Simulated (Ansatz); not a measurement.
A nudged elastic band was laid between two geometries of C$_{2}$H$_{6}$AlFS (11 atoms, charge 0, multiplicity 1).

Level of theory: Ansatz, RKS B3LYP-D4/6-31G.

| Property | Result |
| --- | --- |
| movable images | 7 |
| climbing image | yes |
| spring | 5.0 eV/Å² |
| optimiser | quadratic models (default) |
| start path | IDPP |
| force threshold | 0.05 eV/Å |
| iteration limit | 6 |
| end points | relaxed |

Image 0:

```xyz
11
Properties=species:S:1:pos:R:3
F -0.290 1.960 -0.916
C -0.263 0.381 1.465
C 0.303 -0.803 1.159
Al 0.536 0.466 -1.158
S -0.574 -1.100 -2.377
H 0.319 1.222 1.831
H -1.331 0.551 1.366
H -0.289 -1.651 0.827
H 1.366 -0.980 1.295
H 2.117 0.418 -1.087
H -1.827 -0.521 -2.386
```

Image 8:

```xyz
11
Properties=species:S:1:pos:R:3
F -1.588 1.152 -0.949
C -0.248 0.396 1.452
C 0.522 -0.674 1.172
Al -0.608 -0.248 -1.182
S 1.335 0.086 -2.317
H 0.121 1.412 1.350
H -1.273 0.296 1.797
H 0.162 -1.689 1.317
H 1.556 -0.568 0.858
H -1.272 -1.686 -1.177
H 1.357 1.466 -2.301
```

**Question.** What changes between the two ends?

**Answer.** No bond is made or broken. The dihedral F1–Al4–S5–H11 goes from -12 to 12°.

**Question.** What energy profile does the band end with?

**Answer.** It did not converge within its limit. The highest image is number 4 of 0 to 8, 0.45 eV above the ends, which have the same energy within 2 meV. The band didn't meet its force threshold, so its energies are provisional: the largest band force was still 0.17 eV/Å, and over the last iterations the top moved between 0.45 and 0.57 eV. Limits of this set-up: no polarisation functions.

| image | path coordinate (Å) | energy (eV) | dihedral F1–Al4–S5–H11 (°) |
| --- | --- | --- | --- |
| 0 | 0.00 | 0.00 | -12 |
| 1 | 1.30 | 0.05 | -2 |
| 2 | 2.60 | 0.25 | -6 |
| 3 | 3.90 | 0.40 | -5 |
| 4 | 5.20 | 0.45 | 1 |
| 5 | 6.51 | 0.39 | 4 |
| 6 | 7.81 | 0.25 | 6 |
| 7 | 9.12 | 0.05 | 3 |
| 8 | 10.43 | 0.00 | 12 |

Time of the run: 2.2 min on 1 thread of Arm Neoverse V2, with other jobs on the host, peak memory 0.15 GiB.
